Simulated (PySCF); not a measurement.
Gas-phase equilibrium of 1 mol SnCl₄, 0.2 mol H₂O at 2500 K and 0.00133 bar, among 27 species (ClO, SnCl₄, O₂, HCl, O, SnH₂, HO₂, SnO, SnHCl₃, SnCl₃, H₂O, H, HOCl, H₂O₂, O₃, H₂, SnH₄, SnCl₂, SnH₂Cl₂, Cl, Cl₂, SnO₂, SnH₃Cl, Sn₂O₂, SnHCl, Sn(OH)₂, OH). Only gases are allowed; each row takes one source of thermochemistry for all species, and Cantera finds the minimum.

Computed with PySCF and rigid-rotor harmonic-oscillator thermochemistry at 1 bar. † marks an energy on the PBE0/def2-TZVP geometry and frequencies; other levels use their own. Open shells (unrestricted) among the columns below: O (multiplicity 3, electronic degeneracy 9), H (multiplicity 2), Cl (multiplicity 2, electronic degeneracy 6); the rest are closed-shell singlets. Spin-orbit splitting is ignored; it lowers the true energy and changes the entropy of O, Cl. Sn: scalar-relativistic def2 core potential, no spin-orbit coupling. The harmonic model lacks anharmonicity and excited electronic states, which grow with temperature; levels with a mode under 35 cm⁻¹ are left out. Soft modes under 120 cm⁻¹ make the harmonic entropy rough for SnCl₂.

Molecules larger than those listed are left out. Also missing: (SnO)n, which can matter at low temperature or high pressure.

With M06-2X/def2-TZVP† thermochemistry: Cl 0.61, SnCl₂ 0.22, HCl 0.055, SnO 0.055, H 0.049, H₂ 0.0034, O 0.00044.

Problem. How far does the composition move with the other sources (PBE/def2-TZVP†, PBE0/def2-TZVP, ωB97M-V/def2-TZVP†, ωB97X-V/def2-TZVP†)?

Solution. 
| thermochemistry | x Cl | x SnCl₂ | x HCl | x SnO | x H | x H₂ | x O |
|---|---|---|---|---|---|---|---|
| M06-2X/def2-TZVP† | 0.61 | 0.22 | 0.055 | 0.055 | 0.049 | 0.0034 | 0.00044 |
| PBE/def2-TZVP† | 0.61 | 0.22 | 0.060 | 0.056 | 0.048 | 0.0017 | 2.4e-5 |
| PBE0/def2-TZVP | 0.61 | 0.22 | 0.051 | 0.055 | 0.055 | 0.0020 | 0.00027 |
| ωB97M-V/def2-TZVP† | 0.61 | 0.22 | 0.064 | 0.056 | 0.043 | 0.0027 | 0.00022 |
| ωB97X-V/def2-TZVP† | 0.61 | 0.22 | 0.057 | 0.056 | 0.048 | 0.0029 | 0.00018 |
The most sensitive of these is O: it spans a factor of 10^1.3 over these rows; at this temperature one factor of ten is RT ln 10 = 48 kJ/mol.
